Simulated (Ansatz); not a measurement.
Ansatz (a program for electronic structure) input (B3LYP/6-31G* with LANL2DZ past Ar): The .json file joins the Basis Set Exchange's 6-31G* for atoms up to Ar and LANL2DZ past it.

Ansatz 0.2 input:
```yaml
crystal:
  periodic: [false, false, false]
  atoms:
    - {symbol: F, position_ang: [-1.07593144, -1.22657720, 0.00567167]}
    - {symbol: Ge, position_ang: [-0.00000000, 0.00000000, -0.00000000]}
    - {symbol: F, position_ang: [1.59987931, -0.31834943, -0.03452662]}
    - {symbol: F, position_ang: [-0.52394787, 1.54492662, 0.02885495]}
basis:
  gaussian:
    orbitals: 6-31Gs+LANL2DZ.json
hamiltonian:
  xc: {name: B3LYP}
total_charge: 1
phonons: {temperatures: {t_min: 298.15, t_max: 298.15, t_step: 100}}
```

Problem. Which harmonic wavenumbers does it give?

Solution. 225, 253, 253, 753, 872, 872 cm⁻¹ (unscaled; negative means imaginary).
